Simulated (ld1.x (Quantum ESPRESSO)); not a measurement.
antimony: one change to a TM potential, before and after

Sb, norm-conserving Troullier–Martins (Kleinman–Bylander form), made with ld1.x (Quantum ESPRESSO) 7.5 (PW91, scalar-relativistic). Core [Kr], reference 4d10 5s1 5p4. Waves: 5s (bound): rc 1.60 bohr; 5p (bound): rc 2.35 bohr; 4d (bound): rc 1.05 bohr. Local part: all-electron potential smoothed inside 0.80 bohr (lloc = -2). Core correction: none.

Change: wave 5s (bound): rc 1.60 bohr becomes 5s (bound): rc 1.72 bohr.

Cutoffs: the cutoffs (Ry, on a coarse ladder) from which the occupation-weighted sum of valence levels, in a spherical-Bessel basis at the reference potential, stays within 10 and 1 mRy of its value at 400 Ry; they do not see the model core or the augmentation charge, which bear on the density cutoff. Errors are all-electron minus pseudo energies relative to the spin-unpolarised reference configuration.

Question: What does the change do?

Answer: The potential gets neither clearly harder nor softer (110 Ry and 180 Ry → 110 Ry and 180 Ry); both files keep a bound ghost (p, s); of the 7 tests that both files solve, the error grows in 0 and shrinks in 2 by more than 15 % and 0.3 meV (median size 4.7 → 2.4 meV).

```tsv
quantity	base	changed
cutoff, loose	110 Ry	110 Ry
cutoff, tight	180 Ry	180 Ry
loose cutoff by channel (10 mRy a level)	s 30 Ry, p 6 Ry, d 90 Ry	s 21 Ry, p 6 Ry, d 90 Ry
bound ghosts	s, p	s, p
error for 4d10 5s2 5p3, meV [ΔE -8.14 eV]	+1.0	+1.0
error for 4d10 5s2 5p2, meV [ΔE 0.24 eV]	-4.7	-4.0
error for 4d10 5s2 5p1, meV [ΔE 16.28 eV]	-8.7	-6.7
error for 4d10 5s2 5p3.3, meV [ΔE -9.31 eV]	+2.5	+2.4
error for 4d10 5s1 5p0, meV [ΔE 85.20 eV]	+51	+52
error for 4d10 5s1 5p3, meV [ΔE 8.99 eV]	-0.1	0.0
error for 4d10 5s2 5p0, meV [ΔE 40.79 eV]	-6.3	-2.2
s: phases at 2.55 bohr within 0.05 rad from the reference energy up to (Ry; the scan ends near 5)	1.4	1.4
p: phases at 2.55 bohr within 0.05 rad from the reference energy up to (Ry; the scan ends near 5)	3.1	3.1
d: phases at 2.55 bohr within 0.05 rad from the reference energy up to (Ry; the scan ends near 5)	to the end of the scan	to the end of the scan
```

 A true bound ghost makes a file unfit for plane-wave use even where its test errors are small: the radial tests pick states by their node count and pass the ghost by.
